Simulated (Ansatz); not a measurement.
# Worked example: Si2H3F3 + C3H7O → Si2H3F2 + C3H7FO

Species: Si2H3F3 `F[SiH2][SiH](F)F`, singlet; C3H7O `[CH2]COC`, doublet; Si2H3F2 `F[SiH][SiH2]F`, doublet; C3H7FO (2-fluoroethyl methyl ether) `COCCF`, singlet. A radical takes F: the energy is the difference in strength between the Si–F bond broken and the C–F bond made.

Shapes, held fixed at every level: PBE0-D4/def2-TZVP. Flexible molecules stand in one conformer, not always the lowest. Programs: Ansatz 0.2.0. Electronic energies: no zero-point or thermal term.

At CCSD(T)/CBS estimate; 1 Eh = 2625.50 kJ/mol:

```
species  energy (Eh)
Si2H3F3  -879.524197
  C3H7O  -193.451681
Si2H3F2  -779.603528
 C3H7FO  -293.306276
```

Q: Work out ΔE of the reaction at this level.

A: 
1. Products less reactants: (-779.603528) + (-293.306276) − [(-879.524197) + (-193.451681)] = 0.066074 Eh = +173.5 kJ/mol.

Other levels give +155.2 (PBE0-D4/def2-TZVPP) to +173.4 kJ/mol (CCSD/def2-TZVPP). No measured value is set beside it here. Open shells run unrestricted. The CBS estimate extrapolates MP2 from def2-TZVPP and def2-QZVPP and adds CCSD(T) − MP2 in the triple-zeta set, cores frozen.
